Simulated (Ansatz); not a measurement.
Species: BH3 (charge 0, singlet). SMILES: B
Geometry: optimised at B3LYP-D3(BJ)/def2-TZVP (Ansatz, a quantum-chemistry and plane-wave program).

Wanted: atomisation energy, in kcal/mol. Set-up: UHF or UKS for open shells; 6-311+G** with 5d; valence correlation only; spin-orbit terms left out; 6-31G* and kin with 6d, 5d where marked; atomisation electronic, to ground-state atoms; dispersion terms only where a functional's name holds one; non-relativistic; LANL2DZ all-electron up to Ne. CBS(X,Y): correlation extrapolated as X^-3; Hartree-Fock from the larger set (for Q and 5 zeta extrapolated as (X+1)exp(-9√X)). First-principles rows: single points at B3LYP-D3(BJ) geometries (Ansatz).

Coupled cluster (Ansatz) is a level with limits of its own, used here on species with T1 under 0.025 (0.045 for open shells) and stable references: CCSD(T)/CBS(cc-pVQZ,cc-pV5Z).

Value to compare with, CCSD(T)/CBS(cc-pVQZ,cc-pV5Z) (Ansatz): 280.1 kcal/mol.

```csv
level,program,atomisation energy (kcal/mol),difference
PBE/STO-3G,Ansatz,379.9,99.8
PBE/3-21G,Ansatz,279.3,-0.8
PBE/LANL2DZ,Ansatz,277.3,-2.8
PBE/6-31G*,Ansatz,281.7,1.6
PBE/def2-SVP,Ansatz,277.2,-2.9
PBE/6-311+G**,Ansatz,277.6,-2.5
PBE/def2-TZVPD,Ansatz,278.2,-1.9
```

Among the 6 habitual levels, PBE/STO-3G lies farthest from CCSD(T)/CBS(cc-pVQZ,cc-pV5Z) (Ansatz) (99.8 kcal/mol) and PBE/3-21G nearest (-0.8); 2 of 6 lie above it, and their mean absolute difference is 18.4 kcal/mol, the median 2.6. One case shows no general order.

The sets are all those run for this method; left out are runs that failed, that the program found above a lower state of the same kind, or whose <S^2> lies over 0.5 above the pure value.
